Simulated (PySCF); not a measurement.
**C₆ coefficients of unlike pairs at wB97X-V**

Calculated with PySCF 2.14 from the dipole response of each species, C₆(A,B) = (3/π) ∫ α_A(iu) α_B(iu) du, in atomic units, from isotropic polarisabilities. For ions this is the dispersion term alone; charge-induced terms of lower order in 1/R come first.

```
species       configuration                                                                 basis      relativity  α (bohr³)  C₆ (like pair)
 Ti(3+)       [Ar] 3d1 (2D)                                               dyall-av2z (16s12p7d2f)            none      2.226           5.753
     Ba       [Xe] 6s2 (1S)    def2-TZVPPD with the def2 core potential (46 electrons) (6s4p3d1f)  core potential      293.3            6078
 Hf(3+)  [Xe] 4f14 5d1 (2D)  def2-TZVPPD with the def2 core potential (60 electrons) (6s5p3d2f1g)  core potential      6.199           25.33
    Ar+   [Ne] 3s2 3p5 (2P)                                           aug-cc-pwCVQZ (10s9p7d5f3g)            none      6.980           31.49
```

Problem. Estimate C₆ for Hf(3+) with Ti(3+).

Solution. The integral gives 11.82. The combination rule 2 C_A C_B / (C_A α_B/α_A + C_B α_A/α_B) gives 11.60 and the geometric mean 12.07.

No spin-orbit coupling is included.

The other pairs:

```csv
pair,C₆
"Ar+, Hf(3+)",28.06
"Ba, Ti(3+)",97.99
"Ar+, Ba",284.6
"Hf(3+), Ba",249.2
"Ar+, Ti(3+)",12.85
```
